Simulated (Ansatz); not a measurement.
Sr₃S₄⁻, relaxed as a doublet with UKS PBE-D4/def2-SVPD in Ansatz, starting from the GFN1-xTB geometry. Force threshold 0.02 eV/Å.

In the def2 sets Sr takes a core potential; there is no spin–orbit coupling. The relaxation made no stability test and no search for a lower SCF solution. Another isomer (doublet) lies 0.02 eV lower at PBE0-D4/def2-TZVPD; other spin states weren't run for this one.

Start:

```csv
atom,x (Å),y (Å),z (Å)
Sr1,0.138,-0.774,-1.327
Sr2,-2.152,1.021,0.595
Sr3,1.935,0.202,1.497
S4,-2.447,-0.169,-1.734
S5,2.689,-1.199,-0.598
S6,0.376,1.877,0.004
S7,-0.540,-0.958,1.563
```

```json
{"step": "1", "energy (eV)": "-45828.1727", "largest force component (eV/Å)": "1.008", "SCF passes": "24"}
{"step": "2", "energy (eV)": "-45828.5733", "largest force component (eV/Å)": "0.307", "SCF passes": "38"}
{"step": "3 (rejected)", "energy (eV)": "-45828.5662", "largest force component (eV/Å)": "0.195", "SCF passes": "32"}
{"step": "4", "energy (eV)": "-45828.6147", "largest force component (eV/Å)": "0.079", "SCF passes": "31"}
{"step": "5", "energy (eV)": "-45828.6176", "largest force component (eV/Å)": "0.031", "SCF passes": "30"}
{"step": "6", "energy (eV)": "-45828.6182", "largest force component (eV/Å)": "0.006", "SCF passes": "24"}
```

Force components are those of the run's own axes.

End:

Cartesian coordinates in Å:
```
Sr 0.1355 -0.7626 -1.3046
Sr -2.0857 1.0197 0.6293
Sr 1.8643 0.2270 1.5029
S -2.6310 -0.1606 -1.8310
S 2.8846 -1.2674 -0.6111
S 0.4233 2.0441 -0.0592
S -0.5909 -1.1000 1.6738
```

By distances, no bond broke or formed. The bond that changes most is Sr1–S4, from 2.69 to 2.88 Å (atoms count from 1).

No frequencies were taken in this run, so the end may be a saddle point.

Run time 29 s (4 threads of AMD EPYC 7B13 on a shared host).
